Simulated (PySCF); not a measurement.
## A small calculation by hand: entropy of an ideal gas

MoO2Cl, SMILES [O]=[Mo+]([Cl])=[O], charge +1, multiplicity 1.

Geometry: PBE0-D3(BJ)/def2-SVP. The spin state was assumed, not searched. The isomer is the one that the SMILES or the coordinates give; other isomers of the formula were not compared. The def2 effective core potentials stand for the cores of Mo; spin–orbit coupling is left out.

PBE0-D3(BJ)/def2-SVP in PySCF 2.14.0 gives the harmonic wavenumbers 218, 218, 399, 484, 1082, 1125 cm⁻¹ and the rotational temperatures 0.3523, 0.1382, 0.1136 K. The molar mass is 163.40 g/mol, the symmetry number 1, the spin multiplicity 1.

Task: Work out the entropy at 298.15 K and 1 atm in the rigid-rotor, harmonic-oscillator model.

Result: 
Translation (Sackur–Tetrode at 1 atm): S = R[1.5 ln M + 2.5 ln T − 1.16487] = 172.3 J/(mol K).
Rotation: q = (√π/σ) T^1.5/√(θA θB θC) = 123000, S = R[ln q + 3/2] = 109.9 J/(mol K).
Vibration: with u = 1.4388 ν/T, each mode gives R[u/(e^u − 1) − ln(1 − e^−u)]:
```tsv
ν (cm⁻¹)	modes	u	S (J/(mol K))
218	2	1.05	16.53
399	1	1.93	4.04
484	1	2.34	2.93
1082	1	5.22	0.28
1125	1	5.43	0.24
```
These are all the modes. Sum 24.0 J/(mol K).
Spin: R ln 1 = 0.0 J/(mol K).
Total 306.2 J/(mol K); the program's own thermochemistry gives 306.2. Translation makes up 56 % and vibration 8 %. Anharmonicity, hindered rotation and orbital degeneracy are left out.
